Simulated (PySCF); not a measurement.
Ligands exchanged one at a time, Sn F-H. Isolated molecules, 0 K electronic values unless said otherwise. Strings in code marks are SMILES.

All values below come from PySCF with B3LYP-D3(BJ)/def2-TZVP // PBE0-D3(BJ)/def2-TZVP. All candidates: neutral, multiplicity 1. B3LYP has the VWN-RPA correlation part, as in Gaussian. 

```yaml
HOMO–LUMO gap: 8.09 eV
dipole_moment: 0.00 D
LUMO: -4.02 eV
```

Task: Which member has these values?
(A) `[F][SnH3]`
(B) `[F][SnH2][F]`
(C) `[F][SnH]([F])[F]`
(D) `[F][Sn]([F])([F])[F]`

Result: D, `[F][Sn]([F])([F])[F]`. The others give `[F][SnH2][F]`: 8.32 eV, 3.42 D, -1.34 eV; `[F][SnH]([F])[F]`: 8.26 eV, 3.31 D, -2.55 eV; `[F][SnH3]`: 8.08 eV, 2.73 D, -1.10 eV
